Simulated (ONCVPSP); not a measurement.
**u(r) = r·R(r): atom against pseudo-atom (iron (Fe))**

Columns: radius, all-electron u(r) and pseudo u(r) of the 3s shell (level -89.00 eV) of iron in the configuration [Ne] 3s2 3p6 3d7 4s1; LDA (Perdew-Zunger), scalar-relativistic, ONCV scheme, ONCVPSP 4.0.1.

| r (bohr) | all-electron | pseudo |
| --- | --- | --- |
| 0.093 | -0.1807 | 0.1870 |
| 0.185 | -0.6570 | 0.3768 |
| 0.278 | -0.3153 | 0.5728 |
| 0.370 | 0.2690 | 0.7615 |
| 0.463 | 0.7695 | 0.9307 |
| 0.555 | 1.0783 | 1.0582 |
| 0.648 | 1.2163 | 1.1326 |
| 0.740 | 1.2269 | 1.1464 |
| 0.833 | 1.1584 | 1.1047 |
| 0.925 | 1.0490 | 1.0210 |
| 1.018 | 0.9213 | 0.9101 |
| 1.110 | 0.7936 | 0.7903 |
| 1.203 | 0.6720 | 0.6714 |
| 1.295 | 0.5635 | 0.5633 |
| 1.388 | 0.4673 | 0.4672 |
| 1.480 | 0.3855 | 0.3855 |
| 1.573 | 0.3156 | 0.3155 |
| 1.665 | 0.2578 | 0.2577 |
| 1.758 | 0.2092 | 0.2092 |
| 1.850 | 0.1697 | 0.1696 |
| 1.943 | 0.1369 | 0.1369 |
| 2.035 | 0.1105 | 0.1105 |
| 2.128 | 0.0888 | 0.0888 |
| 2.220 | 0.0714 | 0.0714 |
| 2.313 | 0.0572 | 0.0572 |
| 2.405 | 0.0459 | 0.0459 |

How many radial nodes do the two functions have?

The all-electron 3s function has n − l − 1 = 2 (the table is too coarse to show those close to the nucleus); the pseudo-wave has 0, since the states of the same l below it are removed with the core.

At about which radius was the pseudo-wave matched?

1.35 bohr, where the columns begin to agree (steps of 0.09 bohr).

Is the pseudo-wave norm-conserving?

Yes: the ONCV scheme keeps the norm inside the radius equal to the all-electron one, which fixes the energy derivative of the logarithmic derivative at the level.
